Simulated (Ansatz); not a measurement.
`OB(O)[Te][SiH3]` + `C[SiH3]` → `C[SiH2][Te][SiH3]` + `OBO`  (formal exchange of groups at a Te–B bond)

Isolated molecules relaxed with PBE0-D4/def2-TZVP in Ansatz; ΔE leaves out vibrations. CBS: MP2 limit from def2 TZ/QZ plus the TZ coupled-cluster correction, frozen cores. This one scheme is used for every species. Functionals use def2-TZVPP. B3LYP here is the variant with VWN-RPA as its local correlation; programs differ in this. def2 core potentials past Kr. For Te outer-core shells are correlated without core-valence functions, which leaves a few kJ/mol of doubt a bond. Each species was taken in one conformer, which may not be the lowest.

| level | ΔE (kJ/mol) | difference from CCSD(T)/CBS |
| --- | --- | --- |
| PBE-D4 | -29.2 | 3.6 |
| r2SCAN-D4 | -28.5 | 4.3 |
| PBE0-D4 | -32.1 | 0.7 |
| B3LYP-D4 | -31.2 | 1.6 |
| ωB97X-V | -30.0 | 2.8 |
| ωB97M-V | -30.8 | 2.0 |
| B2PLYP | -29.1 | 3.7 |
| PBE | -27.1 | 5.7 |
| r2SCAN | -27.8 | 5.0 |
| PBE0 | -29.9 | 2.9 |
| B3LYP | -28.0 | 4.8 |
| HF/def2-TZVPP | -34.9 | -2.1 |
| MP2/def2-TZVPP | -31.2 | 1.6 |
| SCS-MP2/def2-TZVPP | -30.4 | 2.4 |
| CCSD/def2-TZVPP | -28.9 | 3.9 |
| CCSD(T)/def2-TZVPP | -27.5 | 5.3 |
| HF/def2-QZVPP | -35.4 | -2.6 |
| MP2/def2-QZVPP | -34.4 | -1.6 |
| SCS-MP2/def2-QZVPP | -33.5 | -0.7 |
| HF/CBS(def2) | -35.5 | -2.7 |
| MP2/CBS(def2) | -36.5 | -3.7 |
| CCSD/CBS(def2) | -34.2 | -1.4 |
| CCSD(T)/CBS | -32.8 | 0 |

Largest T1 diagnostic among the species: 0.013.

In def2-TZVPP, CCSD(T) changes the Hartree–Fock value by +7.5 kJ/mol (the triples alone add +1.5 kJ/mol) and MP2 by +3.8 kJ/mol. The D4 term adds −3.2 kJ/mol with B3LYP and −2.2 kJ/mol with PBE0; it sums over pairs of atoms, weighted by their polarisabilities, and B3LYP, whose exchange is more repulsive, gets the larger term.
